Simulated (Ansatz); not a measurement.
Relaxation of C₄H₁₀OSi (16 atoms, charge 0, multiplicity 1), to a largest force component of 0.02 eV/Å in at most 40 steps.

Theory: RKS PBE0-D4/STO-3G in Ansatz 0.2.0.

```xyz
16
Properties=species:S:1:pos:R:3
C 0.154 -1.026 1.538
C 0.338 0.004 0.382
O 1.571 0.676 0.608
C 0.301 -0.653 -1.038
Si -0.609 0.895 -1.688
C -0.869 1.008 0.190
H 0.930 -1.729 1.568
H -0.807 -1.494 1.402
H 0.087 -0.444 2.532
H 2.278 -0.028 0.637
H -0.434 -1.542 -1.058
H 1.199 -0.894 -1.498
H 0.277 1.935 -2.246
H -1.870 0.666 -2.443
H -0.733 1.969 0.633
H -1.834 0.632 0.525
```

Q: Where does it end, and by what steps?

A: The run converged. Limits of this set-up: minimal basis. After 17 steps the energy has fallen by 0.698 eV; H13 moved furthest, 1.16 Å.

```
step  energy less start (eV)  largest force component (eV/Å)  accepted
   0                  0.0000                           4.548       yes
   1                 -0.5994                           0.634       yes
   2                 -0.6383                           0.167       yes
   3                 -0.6425                           0.059       yes
   4                 -0.6463                           0.056       yes
   5                 -0.6525                           0.199       yes
   6                 -0.6554                           0.167       yes
   7                 -0.6595                           0.169       yes
   8                 -0.6628                           0.169       yes
   9                 -0.6682                           0.227       yes
  10                 -0.6720                           0.201       yes
  11                 -0.6785                           0.215       yes
  12                 -0.6851                           0.260       yes
  13                 -0.6905                           0.150       yes
  14                 -0.6960                           0.097       yes
  15                 -0.6974                           0.047       yes
  16                 -0.6976                           0.031       yes
  17                 -0.6977                           0.004       yes
```

```xyz
16
Properties=species:S:1:pos:R:3
C -0.212 -1.060 1.302
C 0.445 0.045 0.419
O 1.677 0.537 1.011
C 0.576 -0.448 -1.091
Si -0.898 0.620 -1.533
C -0.541 1.258 0.191
H 0.442 -1.940 1.368
H -1.171 -1.377 0.873
H -0.391 -0.678 2.316
H 2.226 -0.320 1.090
H 0.521 -1.535 -1.213
H 1.517 -0.089 -1.524
H -0.749 1.543 -2.635
H -2.145 -0.098 -1.665
H 0.025 2.198 0.203
H -1.345 1.321 0.931
```

Whether the end is a true minimum wasn't checked by a vibrational analysis.

Run time: 59 s on 1 thread of Arm Neoverse V1, on a shared host, peak memory 0.12 GiB.
